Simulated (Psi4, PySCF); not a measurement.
Relaxed torsion scan: SMILES CC(CC[SeH])(C)C (C6H14Se). Scanned: dihedral C5–C6–Se7–H21; all other coordinates were relaxed at GFN2-xTB. Points at φ and −φ are mirror images.

Atom numbering (GFN2-xTB optimised geometry, Å):
```
21

C     -0.7930    -0.8653     1.4530
C     -0.6403     0.0182     0.2129
C     -0.6449     1.4915     0.6273
C     -1.8238    -0.2369    -0.7268
C      0.6476    -0.3322    -0.5573
C      1.9343    -0.1364     0.2236
Se     3.5191    -0.6739    -0.8289
H     -0.0277    -0.6433     2.1925
H     -1.7630    -0.6949     1.9148
H     -0.7227    -1.9175     1.1859
H     -1.6067     1.7528     1.0629
H     -0.4757     2.1340    -0.2343
H      0.1239     1.6952     1.3685
H     -2.7619    -0.0037    -0.2285
H     -1.7479     0.3823    -1.6180
H     -1.8512    -1.2795    -1.0356
H      0.5884    -1.3760    -0.8764
H      0.6881     0.2833    -1.4609
H      2.0901     0.9010     0.5188
H      1.9762    -0.7718     1.1087
H      3.2911     0.2732    -1.8987
```

Levels of theory: RHF/LANL2DZ = PySCF 2.14.0 with restricted Hartree-Fock/LANL2DZ, with its core potentials past Ne // GFN2-xTB; RKS-B3LYP/6-31G* = PySCF with restricted B3LYP/6-31G*, spherical d, density fitting // GFN2-xTB; B3LYP-D3(BJ)/def2-SVP // GFN2-xTB (Psi4); RMP2/6-31G* = restricted MP2 (frozen core)/6-31G*, spherical d // GFN2-xTB (PySCF); B3LYP/def2-SVP // GFN2-xTB (Psi4); PBE-D3(BJ)/def2-SVP // GFN2-xTB (Psi4).

Energies in kJ/mol, each method relative to its own lowest point.

```json
[
 {"φ / °": "-165", "RHF/LANL2DZ": "2.28", "RKS-B3LYP/6-31G*": "1.79", "B3LYP-D3(BJ)/def2-SVP": "2.77", "RMP2/6-31G*": "2.60", "B3LYP/def2-SVP": "2.34", "PBE-D3(BJ)/def2-SVP": "3.07"},
 {"φ / °": "-150", "RHF/LANL2DZ": "3.30", "RKS-B3LYP/6-31G*": "3.03", "B3LYP-D3(BJ)/def2-SVP": "4.00", "RMP2/6-31G*": "3.92", "B3LYP/def2-SVP": "3.54", "PBE-D3(BJ)/def2-SVP": "4.24"},
 {"φ / °": "-135", "RHF/LANL2DZ": "4.23", "RKS-B3LYP/6-31G*": "4.33", "B3LYP-D3(BJ)/def2-SVP": "5.14", "RMP2/6-31G*": "5.25", "B3LYP/def2-SVP": "4.64", "PBE-D3(BJ)/def2-SVP": "5.29"},
 {"φ / °": "-120", "RHF/LANL2DZ": "4.30", "RKS-B3LYP/6-31G*": "4.69", "B3LYP-D3(BJ)/def2-SVP": "5.34", "RMP2/6-31G*": "5.62", "B3LYP/def2-SVP": "4.85", "PBE-D3(BJ)/def2-SVP": "5.45"},
 {"φ / °": "-105", "RHF/LANL2DZ": "3.19", "RKS-B3LYP/6-31G*": "3.85", "B3LYP-D3(BJ)/def2-SVP": "4.21", "RMP2/6-31G*": "4.55", "B3LYP/def2-SVP": "3.76", "PBE-D3(BJ)/def2-SVP": "4.28"},
 {"φ / °": "-90", "RHF/LANL2DZ": "1.43", "RKS-B3LYP/6-31G*": "2.17", "B3LYP-D3(BJ)/def2-SVP": "2.24", "RMP2/6-31G*": "2.54", "B3LYP/def2-SVP": "1.92", "PBE-D3(BJ)/def2-SVP": "2.31"},
 {"φ / °": "-75", "RHF/LANL2DZ": "0.06", "RKS-B3LYP/6-31G*": "0.60", "B3LYP-D3(BJ)/def2-SVP": "0.53", "RMP2/6-31G*": "0.68", "B3LYP/def2-SVP": "0.36", "PBE-D3(BJ)/def2-SVP": "0.57"},
 {"φ / °": "-60", "RHF/LANL2DZ": "0.00", "RKS-B3LYP/6-31G*": "0.00", "B3LYP-D3(BJ)/def2-SVP": "0.00", "RMP2/6-31G*": "0.00", "B3LYP/def2-SVP": "0.00", "PBE-D3(BJ)/def2-SVP": "0.00"},
 {"φ / °": "-45", "RHF/LANL2DZ": "1.42", "RKS-B3LYP/6-31G*": "0.78", "B3LYP-D3(BJ)/def2-SVP": "0.94", "RMP2/6-31G*": "0.87", "B3LYP/def2-SVP": "1.07", "PBE-D3(BJ)/def2-SVP": "0.92"},
 {"φ / °": "-30", "RHF/LANL2DZ": "3.70", "RKS-B3LYP/6-31G*": "2.48", "B3LYP-D3(BJ)/def2-SVP": "2.76", "RMP2/6-31G*": "2.82", "B3LYP/def2-SVP": "2.98", "PBE-D3(BJ)/def2-SVP": "2.74"},
 {"φ / °": "-15", "RHF/LANL2DZ": "5.77", "RKS-B3LYP/6-31G*": "4.18", "B3LYP-D3(BJ)/def2-SVP": "4.53", "RMP2/6-31G*": "4.77", "B3LYP/def2-SVP": "4.79", "PBE-D3(BJ)/def2-SVP": "4.57"},
 {"φ / °": "0", "RHF/LANL2DZ": "6.58", "RKS-B3LYP/6-31G*": "4.92", "B3LYP-D3(BJ)/def2-SVP": "5.29", "RMP2/6-31G*": "5.58", "B3LYP/def2-SVP": "5.56", "PBE-D3(BJ)/def2-SVP": "5.35"},
 {"φ / °": "15", "RHF/LANL2DZ": "5.77", "RKS-B3LYP/6-31G*": "4.18", "B3LYP-D3(BJ)/def2-SVP": "4.53", "RMP2/6-31G*": "4.77", "B3LYP/def2-SVP": "4.79", "PBE-D3(BJ)/def2-SVP": "4.57"},
 {"φ / °": "30", "RHF/LANL2DZ": "3.70", "RKS-B3LYP/6-31G*": "2.48", "B3LYP-D3(BJ)/def2-SVP": "2.76", "RMP2/6-31G*": "2.82", "B3LYP/def2-SVP": "2.98", "PBE-D3(BJ)/def2-SVP": "2.74"},
 {"φ / °": "45", "RHF/LANL2DZ": "1.42", "RKS-B3LYP/6-31G*": "0.78", "B3LYP-D3(BJ)/def2-SVP": "0.94", "RMP2/6-31G*": "0.87", "B3LYP/def2-SVP": "1.07", "PBE-D3(BJ)/def2-SVP": "0.92"},
 {"φ / °": "60", "RHF/LANL2DZ": "0.00", "RKS-B3LYP/6-31G*": "0.00", "B3LYP-D3(BJ)/def2-SVP": "0.00", "RMP2/6-31G*": "0.00", "B3LYP/def2-SVP": "0.00", "PBE-D3(BJ)/def2-SVP": "0.00"},
 {"φ / °": "75", "RHF/LANL2DZ": "0.06", "RKS-B3LYP/6-31G*": "0.60", "B3LYP-D3(BJ)/def2-SVP": "0.53", "RMP2/6-31G*": "0.68", "B3LYP/def2-SVP": "0.36", "PBE-D3(BJ)/def2-SVP": "0.57"},
 {"φ / °": "90", "RHF/LANL2DZ": "1.43", "RKS-B3LYP/6-31G*": "2.17", "B3LYP-D3(BJ)/def2-SVP": "2.24", "RMP2/6-31G*": "2.54", "B3LYP/def2-SVP": "1.92", "PBE-D3(BJ)/def2-SVP": "2.31"},
 {"φ / °": "105", "RHF/LANL2DZ": "3.19", "RKS-B3LYP/6-31G*": "3.85", "B3LYP-D3(BJ)/def2-SVP": "4.21", "RMP2/6-31G*": "4.55", "B3LYP/def2-SVP": "3.76", "PBE-D3(BJ)/def2-SVP": "4.28"},
 {"φ / °": "120", "RHF/LANL2DZ": "4.30", "RKS-B3LYP/6-31G*": "4.69", "B3LYP-D3(BJ)/def2-SVP": "5.34", "RMP2/6-31G*": "5.62", "B3LYP/def2-SVP": "4.85", "PBE-D3(BJ)/def2-SVP": "5.45"},
 {"φ / °": "135", "RHF/LANL2DZ": "4.23", "RKS-B3LYP/6-31G*": "4.33", "B3LYP-D3(BJ)/def2-SVP": "5.14", "RMP2/6-31G*": "5.25", "B3LYP/def2-SVP": "4.64", "PBE-D3(BJ)/def2-SVP": "5.29"},
 {"φ / °": "150", "RHF/LANL2DZ": "3.30", "RKS-B3LYP/6-31G*": "3.03", "B3LYP-D3(BJ)/def2-SVP": "4.00", "RMP2/6-31G*": "3.92", "B3LYP/def2-SVP": "3.54", "PBE-D3(BJ)/def2-SVP": "4.24"},
 {"φ / °": "165", "RHF/LANL2DZ": "2.28", "RKS-B3LYP/6-31G*": "1.79", "B3LYP-D3(BJ)/def2-SVP": "2.77", "RMP2/6-31G*": "2.60", "B3LYP/def2-SVP": "2.34", "PBE-D3(BJ)/def2-SVP": "3.07"},
 {"φ / °": "180", "RHF/LANL2DZ": "1.86", "RKS-B3LYP/6-31G*": "1.31", "B3LYP-D3(BJ)/def2-SVP": "2.17", "RMP2/6-31G*": "2.08", "B3LYP/def2-SVP": "1.76", "PBE-D3(BJ)/def2-SVP": "2.49"}
]
```

Root-mean-square difference from the PBE-D3(BJ)/def2-SVP profile, itself a level with limits, after the best constant shift (kJ/mol): RHF/LANL2DZ 0.85, RKS-B3LYP/6-31G* 0.45, B3LYP-D3(BJ)/def2-SVP 0.10, RMP2/6-31G* 0.23, B3LYP/def2-SVP 0.38.
